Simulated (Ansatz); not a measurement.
## A reaction path, image by image

BNH$_{3}$OF, singlet, from BNH₃OF ([NH2][B]([OH])[F]) to BNH₃OF ([NH3][B]([O])[F]); PBE0-D4/def2-SVP (Ansatz 0.2.0). Settings:

```yaml
hamiltonian: {xc: pbe0, dispersion: d4}
neb:
  images: 5
  climbing: true
  max_iterations: 40
  initial_path: idpp
```

First end:

| atom | x (Å) | y (Å) | z (Å) |
| --- | --- | --- | --- |
| B1 | -0.4219 | 0.2555 | 0.2887 |
| N2 | 0.6113 | -0.6897 | 0.1607 |
| O3 | -0.8011 | 1.1540 | -0.6640 |
| H4 | -0.2987 | 1.1085 | -1.4777 |
| F5 | -1.1060 | 0.2947 | 1.4367 |
| H6 | 1.1841 | -0.8026 | -0.6543 |
| H7 | 0.8323 | -1.3204 | 0.9099 |

Second end:

```xyz
7
angstrom
B -0.6271 0.5985 0.4389
N 0.4355 -0.4145 -0.3424
O -1.3549 1.3116 -0.2742
H 0.2874 -0.2444 -1.3324
F -0.4058 0.3642 1.7532
H 1.4051 -0.2208 -0.1059
H 0.2598 -1.3946 -0.1373
```

The ends were relaxed with PBE0-D4 in triple zeta, so they are not quite minima here (largest force components 0.24 and 0.24 eV/Å).

Energies along the converged band: It took 19 iterations. Path lengths are measured after rigid turns and shifts between images are taken out.
```tsv
image	path length (Å)	energy (kJ/mol)
0	0.00	0.0
1	0.63	12.9
2	1.25	43.0
3	1.88	83.6
4 (climbing)	2.50	192.7
5	2.97	147.0
6	3.44	129.5
```
Energies count from the first end.

The images between the ends:
Image 1:
```xyz
7
angstrom
B -0.3909 0.2913 0.3056
N 0.5793 -0.7171 0.0712
O -0.8083 1.1639 -0.6494
H -0.5260 0.8719 -1.5203
F -0.9698 0.3921 1.5053
H 1.4271 -0.5298 -0.4443
H 0.6885 -1.4724 0.7320
```

Image 2:
```xyz
7
angstrom
B -0.3766 0.3184 0.3149
N 0.5908 -0.6870 -0.0703
O -0.9298 1.0882 -0.6478
H -0.6103 0.7072 -1.4744
F -0.7829 0.5131 1.5699
H 1.5552 -0.3725 -0.1187
H 0.5535 -1.5675 0.4265
```

Image 3:
```xyz
7
angstrom
B -0.4045 0.3821 0.3790
N 0.6033 -0.5626 -0.1290
O -1.0474 0.9650 -0.6486
H -0.5010 0.4485 -1.2890
F -0.6689 0.6470 1.6521
H 1.5783 -0.3305 0.0102
H 0.4401 -1.5495 0.0253
```

Image 4:
```xyz
7
angstrom
B -0.5149 0.4926 0.4266
N 0.5176 -0.4877 -0.2419
O -1.1131 1.0033 -0.5965
H -0.1780 0.1209 -1.0567
F -0.6015 0.6261 1.7445
H 1.5094 -0.2656 -0.1633
H 0.3804 -1.4895 -0.1128
```

Image 5:
```xyz
7
angstrom
B -0.5866 0.5828 0.4491
N 0.4711 -0.4619 -0.2773
O -1.2578 1.1480 -0.4416
H 0.0448 -0.1262 -1.1588
F -0.4748 0.5743 1.7844
H 1.4697 -0.2528 -0.2220
H 0.3336 -1.4642 -0.1339
```

The band counts as converged below 0.05 eV/Å. Hardware: 2 CPU threads of an Intel Xeon 6975P-C, shared host. Wall time about 68 s.
